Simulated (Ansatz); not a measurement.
`[NH]=[Nb]([NH2])([NH2])[Cl]`. The species carries charge 0 and has multiplicity 1. Nb takes the def2 core potential. All single points use the PBE0-D4/def2-TZVP geometry. It is one conformer, not always the lowest.

```xyz
10

N    -1.287   -1.036   -0.776
Nb   -0.418    0.120    0.191
N     0.463    1.320   -1.097
N     0.878   -0.938    1.229
Cl   -1.797    1.344    1.626
H    -1.941   -1.642   -1.248
H     0.395    1.265   -2.101
H     1.126    2.036   -0.833
H     0.984   -1.940    1.199
H     1.598   -0.530    1.810
```

Q: What is the dipole moment at B3LYP/def2-TZVPP? (Estimate.)

A: Ansatz gave: 3.10 D, with components (2.70, -0.82, -1.28) D in this frame, pointing from negative to positive charge.

Q: And with PBE, r2SCAN, ωB97M-V? (Best estimate.)

A: The calculation gave: PBE 3.11 D, r2SCAN 3.16 D, ωB97M-V 3.08 D.

Q: Give the Mulliken charges with B3LYP, r2SCAN, PBE in def2-TZVPP. (An estimate is asked.)

A: The calculation gave: 
```csv
atom,B3LYP,r2SCAN,PBE
N1,-0.66,-0.67,-0.61
Nb2,1.39,1.39,1.21
N3,-0.56,-0.59,-0.53
N4,-0.56,-0.59,-0.53
Cl5,-0.39,-0.39,-0.37
H6,0.16,0.17,0.17
H7,0.16,0.18,0.17
H8,0.14,0.16,0.15
H9,0.16,0.18,0.17
H10,0.14,0.16,0.15
```

B3LYP here is the variant with VWN-RPA as its local correlation; programs differ in this.
